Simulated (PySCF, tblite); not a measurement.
Isomers of [C8H11O2]- (charge -1), one GFN2-xTB conformer each. Single-point energies are computed at PBE0/pcSseg-1 (PySCF, gas phase, no added dispersion term), electronic only.

```csv
SMILES,GFN2-xTB relative energy (kJ/mol)
C=C/C=C(/CC)CC(=O)[O-],0.0
C#C[C@@H](CC)[C@@H](C)C(=O)[O-],60.5
```

Conformers: `[CH2:1]=[CH:2]/[CH:3]=[C:4](/[CH2:5][CH3:6])[CH2:7][C:8](=[O:9])[O-:10]` (charge -1) with C1–C2–C3–C4 179°, C3–C4–C5–C6 102°, C3–C4–C7–C8 98°, C4–C7–C8–O9 -111°; `[CH:1]#[C:2][C@@H:3]([CH2:4][CH3:5])[C@@H:6]([CH3:7])[C:8](=[O:9])[O-:10]` (charge -1) with C2–C3–C4–C5 -64°, C2–C3–C6–C7 56°, C3–C6–C8–O9 -47°.

Task: What does PBE0/pcSseg-1 give for the same structures?

Result: 
```csv
SMILES,PBE0/pcSseg-1 E (Eh),PBE0/pcSseg-1 (kJ/mol),GFN2-xTB (kJ/mol),point group
C=C/C=C(/CC)CC(=O)[O-],-461.36514,0.0,0.0,C1
C#C[C@@H](CC)[C@@H](C)C(=O)[O-],-461.33495,79.3,60.5,C1
```

Both levels put the same isomer lowest. 

Task: What happens when harmonic zero-point energies from GFN2-xTB frequencies are added?

Result: 
```tsv
SMILES	ZPE (kJ/mol)	electronic (kJ/mol)	with ZPE (kJ/mol)
C=C/C=C(/CC)CC(=O)[O-]	442.5	0.0	0.0
C#C[C@@H](CC)[C@@H](C)C(=O)[O-]	441.4	79.3	78.2
```

The zero-point energies span 1.1 kJ/mol. The order is unchanged.
